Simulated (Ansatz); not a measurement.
`OC(F)(F)BF` + `O[SiH2][CH2][GeH3]` → `O[SiH2]CBF` + `O[C](F)(F)[GeH3]`  (redistribution)

Isolated molecules relaxed with PBE0-D4/def2-TZVP in Ansatz; ΔE leaves out vibrations. CCSD(T)/CBS is the MP2 limit (def2-TZVPP, def2-QZVPP) plus CCSD(T) − MP2 in def2-TZVPP, frozen cores. DFT in def2-TZVPP. For Ge outer-core shells are correlated without core-valence functions, which leaves a few kJ/mol of doubt a bond. Scalar relativity is left out up to krypton. Each species was taken in one conformer, which may not be the lowest.

```tsv
species	ωB97X-V energy (Eh)
`OC(F)(F)BF`	-439.01613
`O[SiH2][CH2][GeH3]`	-2484.47351
`O[SiH2]CBF`	-531.22834
`O[C](F)(F)[GeH3]`	-2392.26182
```

(1) Work out ΔE.

Largest T1 diagnostic among the species: 0.013.

## Answers

(1) ΔE = (-531.22834) + (-2392.26182) − (-439.01613) − (-2484.47351) = -0.00052 Eh = -1.4 kJ/mol. CCSD(T)/CBS gives +1.5 kJ/mol.

In def2-TZVPP, CCSD(T) changes the Hartree–Fock value by −6.2 kJ/mol (the triples alone add −1.3 kJ/mol) and MP2 by −5.7 kJ/mol. From PBE to PBE0 (25 % exact exchange), in def2-TZVPP and without D4, ΔE moves by +3.7 kJ/mol.
